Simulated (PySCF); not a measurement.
This PySCF input asks for the NMR shieldings of SMILES FB(F)[C@H]1CCCSC1, C$_{5}$H$_{9}$BF$_{2}$S; the geometry comes from GFN2-xTB.

```python
import basis_set_exchange as bse
import numpy as np
from pyscf import gto, dft
from pyscf.prop import nmr

atoms = """
F     1.868752   -1.575711    1.383005
B     1.770553   -0.295732    1.088009
F     2.347481    0.498521    1.962844
C     1.116747    0.246260   -0.261057
C     0.183372   -0.768664   -0.943844
C    -1.046787   -1.084898   -0.094219
C    -1.899018    0.148879    0.151322
S    -0.986547    1.394798    1.116968
C     0.399814    1.582007   -0.046715
H     1.948705    0.441723   -0.954822
H     0.735725   -1.691229   -1.129031
H    -0.139155   -0.367694   -1.908581
H    -1.653334   -1.836929   -0.604761
H    -0.730621   -1.500572    0.864513
H    -2.205730    0.614140   -0.787100
H    -2.785030   -0.089564    0.736975
H     1.065856    2.318493    0.399245
H     0.000459    1.972490   -0.984408
"""
names = dict.fromkeys(["F", "B", "C", "S", "H"], "pcSseg-1")
basis = {el: gto.basis.parse(bse.get_basis(n, elements=[el], fmt="nwchem")) for el, n in names.items()}
mol = gto.M(atom=atoms, basis=basis, charge=0, verbose=0)
mf = dft.RKS(mol, xc="PBE0")
mf.grids.level = 2
mf.grids.alignment = dft.numint.BLKSIZE   # the property module wants whole blocks of grid points
mf.conv_tol = 1e-9
mf.kernel()

calc = nmr.RKS(mf)   # GIAO
C = mf.mo_coeff
Co = C[:, mf.mo_occ > 0]
resp = mf.gen_response(singlet=True, hermi=2)
def vind(x):   # induced exchange potential for any number of trial vectors
    d = np.einsum("pi,xij,qj->xpq", C, 2 * x.reshape(-1, C.shape[1], Co.shape[1]), Co, optimize=True)
    return np.einsum("xpq,pi,qj->xij", resp(d - d.transpose(0, 2, 1)), C, Co, optimize=True).ravel()
mo1, _ = nmr.rhf.solve_mo1(calc, with_cphf=vind)
sigma = calc.kernel(mo1)
for i, s in enumerate(sigma):   # ppm
    w = np.linalg.eigvalsh((s + s.T) / 2)
    print("%2d %-2s iso %8.1f  s11 %8.1f  s22 %8.1f  s33 %8.1f" % (i, mol.atom_pure_symbol(i), w.mean(), *w))
```

Task: What does it print?

Result: 
```
 0 F  iso    237.6  s11     49.9  s22    286.8  s33    376.2
 1 B  iso     73.1  s11     48.4  s22     80.2  s33     90.8
 2 F  iso    244.6  s11     66.4  s22    290.6  s33    376.7
 3 C  iso    156.8  s11    141.8  s22    160.4  s33    168.2
 4 C  iso    155.5  s11    148.4  s22    155.8  s33    162.2
 5 C  iso    155.0  s11    140.3  s22    157.0  s33    167.6
 6 C  iso    150.0  s11    143.1  s22    149.3  s33    157.4
 7 S  iso    480.9  s11    357.6  s22    504.7  s33    580.5
 8 C  iso    149.7  s11    141.3  s22    150.9  s33    156.9
 9 H  iso     30.0  s11     25.9  s22     27.3  s33     36.7
10 H  iso     29.6  s11     25.5  s22     27.3  s33     36.0
11 H  iso     30.4  s11     26.8  s22     28.3  s33     36.0
12 H  iso     29.8  s11     24.7  s22     27.5  s33     37.0
13 H  iso     30.0  s11     26.5  s22     29.2  s33     34.4
14 H  iso     29.1  s11     24.2  s22     27.8  s33     35.4
15 H  iso     29.2  s11     23.9  s22     26.8  s33     36.9
16 H  iso     28.9  s11     24.5  s22     26.6  s33     35.5
17 H  iso     29.0  s11     24.1  s22     27.8  s33     35.2
```

These numbers come from an equivalent density-fitted implementation of the same equations, which agrees with the script to about 0.01 ppm for H and up to a few tenths of a ppm for heavy atoms, so last digits may differ.

Size and cost of the density-fitted run: 205 basis functions, 87 s wall time on 1 thread of an Arm Neoverse N1, shared host; peak memory 0.93 GiB.
